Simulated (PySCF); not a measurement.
Solvent effects on NMR parameters

Numbering as in the mapped SMILES `[CH:1]#[C:2]/[CH:3]=[C:4](/[C:5]#[N:6])[CH:7]=[CH2:8]`. Each H is labelled by its parent atom. Ha(C8) is cis to C4; Hb(C8) is trans to C4.

GIAO PBE0/pcSseg-1 in PySCF on one PBE0-D3(BJ)/def2-SVP conformer, non-relativistic, equivalent nuclei averaged. Solvents enter as an IEF-PCM continuum (chloroform with ε = 4.7, dichloromethane with ε = 8.9) around the gas-phase geometry. Shifts are referred to TMS computed in the same medium.

In chloroform, δ in ppm: C7 139.0, C8 134.4, C4 133.2, C3 131.9, C5 124.9, C1 112.1, C2 81.8, H(C7) 7.18, H(C3) 6.36, Ha(C8) 6.33, Hb(C8) 6.19, H(C1) 4.70. Dipole moment 4.82 D.

Task: How does each δ change in the more polar medium?

Result: 
```
 atoms                           environment  Δδ, dichloromethane
    C7                             alkene CH                 +0.2
    C8                  terminal =CH2 carbon                 +0.3
    C4       fully substituted alkene carbon                 -0.2
    C3                             alkene CH                 +0.8
    C5                        nitrile carbon                 +0.7
    C1                terminal alkyne carbon                 +0.9
    C2                         alkyne carbon                 +0.1
 H(C7)              hydrogen on an alkene CH                +0.02
 H(C3)              hydrogen on an alkene CH                +0.06
Ha(C8)    hydrogen on a terminal =CH2 carbon                 0.00
Hb(C8)    hydrogen on a terminal =CH2 carbon                +0.04
 H(C1)  hydrogen on a terminal alkyne carbon                +0.09
```

Changes are relative to chloroform. The dipole moment becomes 4.99 D in dichloromethane.

Task: Which nuclei move most (in ppm), and what does the model miss?

Result: C3 (alkene CH, +0.8 ppm) and C1 (terminal alkyne carbon, +0.9 ppm) in dichloromethane. A continuum only polarises the solute; specific hydrogen bonds, the anisotropy of aromatic solvents and changes of geometry or conformer are outside it.
